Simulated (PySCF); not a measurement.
Calculation: PySCF with PBE-D3(BJ)/def2-TZVP // B3LYP-D3(BJ)/def2-SVP. All species are isolated molecules in the gas phase. One relaxed conformer stands for a flexible species; it need not be the lowest. Excitations are Tamm–Dancoff values on a coarser integration grid. The basis has no diffuse functions, so Rydberg states are missing or too high.

Reference species (SMILES): `C=C(S)c1ccc([SiH3])cc1` (C–C–S–H torsion -11°, S–C–C–C torsion -38°) (neutral, multiplicity 1).

```
Quantity               Result
-------------------  --------
LUMO                 -2.21 eV
S1–T1 gap (TDA)       0.82 eV
HOMO                 -5.46 eV
S1 excitation (TDA)   3.72 eV
```

Changed species: `c1(S)c(ccc(C=C)c1)[SiH3]` (C–C–C–C torsion 1°, C–C–S–H torsion -147°).

Task: What does the change do to the LUMO, S1–T1 gap (TDA), HOMO and S1 excitation (TDA)?

Result: the LUMO drops by 0.16 eV, to -2.37 eV; the S1–T1 gap (TDA) falls by 0.16 eV, to 0.66 eV; the HOMO drops by 0.13 eV, to -5.59 eV; the S1 excitation (TDA) drops by 0.16 eV, to 3.56 eV.
